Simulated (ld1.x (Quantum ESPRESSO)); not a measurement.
# What one change does to a pseudopotential (nitrogen, PAW)

| Quantity | Value |
| --- | --- |
| Element | nitrogen |
| Generator | ld1.x (Quantum ESPRESSO) 7.5 |
| Type | PAW |
| Functional | PBE |
| Relativity | scalar-relativistic |
| Frozen core | [He] |
| Valence charge | 5 |
| Reference configuration | 2s2 2p3 |
| Partial waves | 2s (bound): rcut 0.85, rcutus 1.15 bohr; 2s channel at -0.5 Ry: rcut 0.85, rcutus 1.15 bohr; 2p (bound): rcut 1.70, rcutus 2.25 bohr; 2p channel at 0.2 Ry: rcut 1.70, rcutus 2.25 bohr |
| Local potential | all-electron potential smoothed inside 1.90 bohr (lloc = -1) |
| Core correction | Bessel-smoothed model core, default radius (core density twice the valence density) |
| Augmentation charge | PSQ, inside the norm-conserving radii |

Change: all radii but the core radius scaled by about 1.38 (s 1.58, p 3.10 bohr, rcut 1.18/2.34); local potential all-electron potential smoothed inside 2.62 bohr (lloc = -1).

Cutoffs: the cutoffs (Ry, on a coarse ladder) from which the occupation-weighted sum of valence levels, in a spherical-Bessel basis at the reference potential, stays within 10 and 1 mRy of its value at 400 Ry; they do not see the model core or the augmentation charge, which bear on the density cutoff. Errors are all-electron minus pseudo energies relative to the spin-unpolarised reference configuration.

Question: How do hardness, ghosts and transferability respond?

Answer: The potential gets softer (15 Ry and 25 Ry → 15 Ry and 21 Ry); the number of tests that count goes from 7 to 3; of the 3 tests that both files solve, the error grows in 1 and shrinks in 0 by more than 15 % and 0.3 meV (median size 2.1 → 2.1 meV); neither file shows a bound ghost at the reference potential, the only one tested. A larger radius leaves more room for a smooth pseudo-wave, so fewer plane waves are needed.

| quantity | base | changed |
| --- | --- | --- |
| cutoff, loose | 15 Ry | 15 Ry |
| cutoff, tight | 25 Ry | 21 Ry |
| loose cutoff by channel (10 mRy a level) | s 12 Ry, p 12 Ry | s 12 Ry, p 6 Ry |
| bound ghosts | none | none |
| tests counted (converged, no solver errors) | 7 of 7 | 3 of 7 |
| error for 2s2 2p0, meV [ΔE 89.53 eV] | +21 | +76 |
| error for 2s1 2p4, meV [ΔE 11.51 eV] | -0.6 | -0.6 |
| error for 2s0 2p5, meV [ΔE 23.04 eV] | -2.1 | -2.1 |
| lowest overlap eigenvalue by channel | s 0.60, p 0.59 | s 0.70, p 0.13 |

Changed file: Tests not counted: 2s2 2p2 (solver errors, printed error -128 eV); 2s2 2p1 (solver errors, printed error -9.5 eV); 2s1 2p3 (solver errors, printed error -132 eV); 2s2 2p2.5 (solver errors, printed error -197 eV).
